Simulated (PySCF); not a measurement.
C2H10BNSSi.
Numbering: `[CH3:1][N:2]([CH3:3])[BH:4][S:5][SiH3:6]` (hydrogens: H7, H8, H9 on C1; H10, H11, H12 on C3; H13 on B4; H14, H15, H16 on Si6)

All values: PBE0/pcSseg-1 and wB97X-D/def2-SVPD (PySCF, non-relativistic), on one gas-phase PBE0-D3(BJ)/def2-SVP geometry that isn't relaxed in the solvent. The solvent is an IEF-PCM continuum (cavity from Bondi-type radii × 1.2). Only the electrostatic response of the medium enters.

Gas phase at PBE0/pcSseg-1: HOMO -6.82 eV, LUMO 0.15 eV, dipole 2.25 D.

Task: What does the continuum do to the energy, the frontier levels and the dipole at PBE0/pcSseg-1 in cyclohexane and dichloromethane?

Result: 
```tsv
solvent	ε	E(solvent) − E(gas) (kJ/mol)	polarisation term (kJ/mol)	distortion of the solute (kJ/mol)	HOMO (eV)	LUMO (eV)	dipole (D)
cyclohexane	2.017	-4.19	-4.48	0.29	-6.81	0.16	2.50
dichloromethane	8.93	-9.08	-10.48	1.40	-6.83	0.13	2.79
```

The first energy column is the sum of the next two and covers electrostatics alone. From cyclohexane to dichloromethane the lowering changes by a factor 2.16, Onsager's factor (ε − 1)/(2ε + 1) by 2.08 and ε itself by 4.4.

Task: Which radius a makes the point-dipole formula ΔE = −[(ε − 1)/(2ε + 1)]·μ²/a³ give the value in dichloromethane, with the gas-phase dipole?

Result: μ = 0.884 au and |ΔE| = 0.00346 Eh give a = 2.41 Å; the farthest nucleus lies 4.55 Å from the centroid of the nuclei, so such a sphere wouldn't even hold the nuclei. The formula assumes a rigid point dipole at the centre of a sphere.

Task: Which IAO charges (PBE0/pcSseg-1) respond most in cyclohexane (means over atoms taken as equivalent)?

Result: 
```csv
atoms,environment,gas (e),solvent (e),change
S5,sulfur bonded to B and Si,-0.224,-0.236,-0.012
B4,three-coordinate boron,-0.046,-0.050,-0.004
N2,boron-bound nitrogen,-0.201,-0.198,+0.003
H7 (×6),methyl hydrogen,+0.142,+0.144,+0.002
C1/C3,N-methyl carbon,-0.292,-0.294,-0.002
H14/H15/H16,Si–H hydrogen,-0.111,-0.110,+0.001
```

Task: Which Mayer bond orders change most in cyclohexane?

Result: 
| bond | length (Å) | gas | solvent | change |
| --- | --- | --- | --- | --- |
| N2–B4 | 1.396 | 1.300 | 1.314 | +0.014 |
| B4–S5 | 1.832 | 1.045 | 1.033 | -0.012 |
| S5–Si6 | 2.147 | 0.951 | 0.946 | -0.005 |
| C1–N2 | 1.444 | 0.960 | 0.956 | -0.004 |
| N2–C3 | 1.443 | 0.958 | 0.955 | -0.003 |
| C1–H9 | 1.097 | 0.964 | 0.963 | -0.001 |
| C3–H10 | 1.105 | 0.958 | 0.957 | -0.001 |
| C3–H12 | 1.104 | 0.958 | 0.957 | -0.001 |

Task: How do the nuclear quadrupole coupling constants eQVzz/h respond in cyclohexane?

Result: 
```json
{"nucleus": "14N at N2", "Q (barn)": "0.02044", "gas (MHz)": "-3.48", "solvent (MHz)": "-3.37", "η gas": "0.68", "η solvent": "0.69"}
{"nucleus": "11B at B4", "Q (barn)": "0.04059", "gas (MHz)": "2.87", "solvent (MHz)": "2.84", "η gas": "0.51", "η solvent": "0.54"}
{"nucleus": "33S at S5", "Q (barn)": "-0.06781", "gas (MHz)": "-20.40", "solvent (MHz)": "-20.23", "η gas": "0.96", "η solvent": "0.96"}
```

Gas phase at wB97X-D/def2-SVPD: HOMO -8.62 eV, LUMO 1.78 eV, dipole 2.11 D.

Task: What does the continuum do to the energy, the frontier levels and the dipole at wB97X-D/def2-SVPD in cyclohexane?

Result: 
| solvent | ε | E(solvent) − E(gas) (kJ/mol) | polarisation term (kJ/mol) | distortion of the solute (kJ/mol) | HOMO (eV) | LUMO (eV) | dipole (D) |
| --- | --- | --- | --- | --- | --- | --- | --- |
| cyclohexane | 2.017 | -3.78 | -4.05 | 0.27 | -8.61 | 1.78 | 2.37 |

The atom shares or the degeneracy of the LUMO differ from the gas phase in cyclohexane, so that column needn't follow one orbital.

Task: How does the static polarisability (wB97X-D/def2-SVPD, frozen core, with the continuum's full static response) change?

Result: 
```json
{"medium": "gas", "isotropic (au)": "99.5", "principal values (au)": "76.1, 91.7, 130.6", "⟨r²⟩ of the electrons (bohr²)": "1342.3"}
{"medium": "cyclohexane", "isotropic (au)": "111.7", "principal values (au)": "85.9, 104.0, 145.3", "⟨r²⟩ of the electrons (bohr²)": "1341.7"}
```

The isotropic value in cyclohexane is 1.12 times the gas-phase one; no cavity-field correction is applied. ⟨r²⟩ is taken about the centre of nuclear charge.

The run took 16 s wall on Arm Neoverse V2, one thread (shared host), and the process peaked at 1.0 GiB of memory. This is the whole shielding run at PBE0/pcSseg-1 in dichloromethane, SCF included.

Conformer computed: `[CH3:1][N:2]([CH3:3])[BH:4][S:5][SiH3:6]`: C1–N2–B4–S5 180°, N2–B4–S5–Si6 179°.

Note: wB97X-D ran without an empirical dispersion term, which enters the total energy and its gradient alone.
